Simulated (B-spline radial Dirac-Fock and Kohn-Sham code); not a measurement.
# Zn⁹⁺: non-radiative channels of the 2s vacancy

System: the Zn⁹⁺ ion, configuration [Ar] 3d3.

The run's input, task.json:

```json
{"items": [{
  "Z": 30,
  "q": 9,
  "cfg": [[1, 0, 2], [2, 0, 2], [2, 1, 6], [3, 0, 2], [3, 1, 6], [3, 2, 3]],
  "A": 64,
  "rrms": 3.9283,
  "do": ["binding", "quiet", "decay"],
  "holes": ["K", "L1", "L2", "L3", "M1", "M2", "M3"]
}]}
```

Command: `python xray_run.py task.json out`

The computed values come from a radial atomic solver: independent-particle rates on relativistic LDA orbitals of the hole state (multipoles up to L = 3, Coulomb Auger matrix elements, transition energies from Dirac-Fock). Kinetic energies are configuration averages from the vacuum level; the two-hole energies are estimated from single-hole states.

| transition | kinetic energy (eV) | width (meV) | share (%) |
| --- | --- | --- | --- |
| L1-M1M1 | 689.5 | 36.2 | 9.9 |
| L1-M1M2 | 747.7 | 69.7 | 19.0 |
| L1-M1M3 | 751.7 | 136 | 37.2 |
| L1-M2M3 | 803.2 | 2.93 | 0.8 |
| L1-M3M3 | 806.5 | 3.61 | 1.0 |
| L1-M1M4 | 824.6 | 30.1 | 8.2 |
| L1-M1M5 | 825.2 | 44.4 | 12.1 |
| L1-M2M5 | 879.0 | 8.85 | 2.4 |
| L1-M3M4 | 882.4 | 8.94 | 2.4 |
| L1-M3M5 | 883.7 | 6.51 | 1.8 |
| L1-M4M5 | 957.3 | 13.4 | 3.6 |
| L1-M5M5 | 957.9 | 3.74 | 1.0 |

The listed channels hold 100 % of the non-radiative rate. Summed by principal shells, of 0.366 eV in all: LMM 100.0 %.
